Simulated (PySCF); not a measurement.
Molecule: `O=Cc1cccs1`, C₅H₄OS.

Cartesian coordinates in Å; atom numbers follow the order of the lines, from 1:
```xyz
11

O     1.832   -2.311    0.428
C     0.685   -2.055    0.153
C     0.162   -0.692    0.050
C     0.860    0.484    0.238
C     0.050    1.629    0.062
C    -1.250    1.307   -0.255
S    -1.494   -0.381   -0.343
H    -0.062   -2.866   -0.042
H     1.920    0.486    0.492
H     0.403    2.656    0.164
H    -2.080    1.988   -0.443
```

Geometry PBE0-D3(BJ)/def2-SVP throughout; GIAO in PySCF 2.14.0 with density-fitted response routines, gas phase, one conformer, non-relativistic; equivalent atoms averaged; basis pcSseg-1.

For orientation, CAM-B3LYP gives these shifts δ (against H2O, TMS, CS2 at the same level): O1 656.8, C3 154.9, C6 146.9, C5 135.9, C4 139.1, S7 243.0, H8 9.60, H9 8.13, H10 7.23 ppm.

A run gave: O1 636.0, C3 151.3, C6 139.7, C5 132.2, C4 131.5, S7 259.9, H8 9.77, H9 7.93, H10 7.13 ppm (shifts δ (against H2O, TMS, CS2 at the same level)).

**Question.** Which functional was used in that run?
A. BLYP
B. PBE0
C. PBE
D. wB97X-D

**Answer.** A. S7 tells them apart best: BLYP gives 259.9, PBE gives 248.6, wB97X-D gives 233.8, PBE0 gives 233.2 ppm.
